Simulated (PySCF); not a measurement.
A geometry optimisation on `Bc1ccco1`.

Method: PBE0-D3(BJ)/def2-SVP geometry optimisation, gas phase (PySCF 2.14.0). Start geometry: GFN2-xTB. The input is one job of a driver script: a line of settings, then coordinates in Å.

Command:
```bash
OMP_NUM_THREADS=1 python probes_run.py task.json out
```

Input:
```
{"job": {"xc": "PBE0", "basis": "def2-SVP", "d3": "d3bj", "grid": 1, "shake": 0.01, "kind": "geom"}, "charge": 0, "multiplicity": 1}
B      2.142150    -0.091570     0.076230
C      0.599930     0.033970     0.031520
C     -0.386460    -0.911440    -0.260370
C     -1.581760    -0.276920    -0.147010
C     -1.341650     1.010320     0.190270
O     -0.035940     1.220530     0.305810
H      2.629350    -1.095410    -0.171580
H      2.778500     0.876630     0.337400
H     -0.184070    -1.927670    -0.488240
H     -2.585760    -0.713710    -0.285940
H     -1.996170     1.849430     0.396240
```

Output:
```
step   0  E = -254.98197681  max force = 0.068804
step   1  E = -254.98592004  max force = 0.012064
step   2  E = -254.98759097  max force = 0.014076
step   3  E = -254.98877185  max force = 0.005755
step   4  E = -254.98807917  max force = 0.013145
step   5  E = -254.98909865  max force = 0.002309
step   6  E = -254.98924979  max force = 0.000895
step   7  E = -254.98927212  max force = 0.001222
step   8  E = -254.98928722  max force = 0.000473
step   9  E = -254.98928885  max force = 0.000230
optimisation converged
```

Energies in Eh; «max force» is the largest Cartesian gradient component in Eh/bohr.

Question: How much energy does the optimisation release, in eV?

Answer: E(step 0) − E(last step) = 0.007312 Eh, which is 0.199 eV.

Question: Give the first gradient maximum in eV/Å.

Answer: With 1 Eh/bohr = 51.422 eV/Å, 3.538 eV/Å.

Summary of the converged run: final energy -254.98929 Eh after 9 steps; dipole 2.40 D.

Question: How long does this job take on one thread of an Arm Neoverse V1, shared host? And the peak memory of the process?

Answer: About 41 s, with 0.44 GiB resident at the peak, the Python interpreter and its libraries included.
Labels such as C1 count atoms from 1, the log's own numbers from 0.
